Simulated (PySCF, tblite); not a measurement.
Isomers of C5H12Si3. Calculated harmonic vibrations of the isolated species, GFN2-xTB (tblite), most abundant isotopes, no scaling. The method is semi-empirical: single wavenumbers can be off by several per cent or more. Modes of hydrogen on silicon can be 10 to 20 % off. One conformer each.

Electronic energies: PBE0/pcSseg-1 single points on the GFN2-xTB geometries (PySCF, gas phase).

```
                          SMILES  electronic energy, lowest = 0 (kcal/mol)
   C#CC([SiH3])([SiH3])[SiH2]C=C                                      35.5
C#C[Si@@H]1[SiH2]C[C@@H]1C[SiH3]                                      25.8
 C[Si@@H]1C[SiH2][C@H]1C#C[SiH3]                                       0.0
 C#C[Si@@H]1[SiH2]C[C@H]1C[SiH3]                                      26.2
C#C[SiH2][Si@@H]1C[SiH2][C@@H]1C                                      11.4
```

Problem. How do GFN2-xTB zero-point energies change the relative energies?

Solution. 
| SMILES | ZPE (kcal/mol) | of it from modes above 1550 cm⁻¹ | electronic (kcal/mol) | with ZPE, lowest = 0 (kcal/mol) | lowest mode (cm⁻¹) | rings |
| --- | --- | --- | --- | --- | --- | --- |
| C[Si@@H]1C[SiH2][C@H]1C#C[SiH3] | 86.2 | 48.2 | 0.0 | 0.0 | 14i | 1 |
| C#C[SiH2][Si@@H]1C[SiH2][C@@H]1C | 88.1 | 49.2 | 11.4 | 13.3 | 25 | 1 |
| C#C[Si@@H]1[SiH2]C[C@@H]1C[SiH3] | 87.0 | 48.0 | 25.8 | 26.6 | 54 | 1 |
| C#C[Si@@H]1[SiH2]C[C@H]1C[SiH3] | 87.0 | 48.0 | 26.2 | 27.0 | 49 | 1 |
| C#CC([SiH3])([SiH3])[SiH2]C=C | 82.0 | 49.2 | 35.5 | 31.3 | 26 | 0 |

The zero-point energies span 6.1 kcal/mol, from `C#CC([SiH3])([SiH3])[SiH2]C=C` to `C#C[SiH2][Si@@H]1C[SiH2][C@@H]1C`. Slightly imaginary modes are left out of the zero-point energy: `C[Si@@H]1C[SiH2][C@H]1C#C[SiH3]` 13.6i cm⁻¹. The order is unchanged.

Problem. And how do the electronic energies of GFN2-xTB itself compare?

Solution. `C[Si@@H]1C[SiH2][C@H]1C#C[SiH3]` 0.0; `C#C[SiH2][Si@@H]1C[SiH2][C@@H]1C` 17.9; `C#C[Si@@H]1[SiH2]C[C@@H]1C[SiH3]` 13.6; `C#C[Si@@H]1[SiH2]C[C@H]1C[SiH3]` 13.8; `C#CC([SiH3])([SiH3])[SiH2]C=C` 14.9 kcal/mol, lowest = 0. Against the energies above, taken from the same isomer `C[Si@@H]1C[SiH2][C@H]1C#C[SiH3]`, the largest difference is 20.6 kcal/mol.

Problem. What do entropy and thermal enthalpy add at 298.15 K and 1 bar (rigid rotor, harmonic oscillator, one conformer each)?

Solution. 
| SMILES | point group | symmetry number | S (cal/(mol K)) | H − H(0) (kcal/mol) | ZPE + H − H(0) − TS (kcal/mol) |
| --- | --- | --- | --- | --- | --- |
| C#C[Si@@H]1[SiH2]C[C@@H]1C[SiH3] | C1 | 1 | 110.7 | 8.54 | 62.6 |
| C#C[Si@@H]1[SiH2]C[C@H]1C[SiH3] | C1 | 1 | 111.0 | 8.55 | 62.5 |
| C#CC([SiH3])([SiH3])[SiH2]C=C | C1 | 1 | 117.4 | 9.42 | 56.4 |

Not tabulated: `C[Si@@H]1C[SiH2][C@H]1C#C[SiH3]` (lowest mode only 14i cm⁻¹); `C#C[SiH2][Si@@H]1C[SiH2][C@@H]1C` (lowest mode only 24 cm⁻¹).
